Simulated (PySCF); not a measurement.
Vertical excitations of a molecule C4H4F2 from TDDFT-PBE/def2-SVPD run with PySCF 2.14.0, as energy in eV (oscillator strength): 6.32 (0.089), 6.71 (0.002), 6.74 (0.000), 6.86 (0.018), 7.03 (0.023), 7.41 (0.043), 7.83 (0.013), 8.22 (0.016), 8.25 (0.001), 8.36 (0.011). Lowest triplet (TDA): 4.21 eV. Geometry optimised at PBE-D3(BJ)/def2-SVP. Other conformers were not sampled.

Task: Identify the compound among the candidates.
A. FC1=CC[C@H]1F
B. F[C@@H]1C=C[C@H]1F
C. C=C/C(F)=C/F
D. FC1=C(F)CC1

Result: A, FC1=CC[C@H]1F
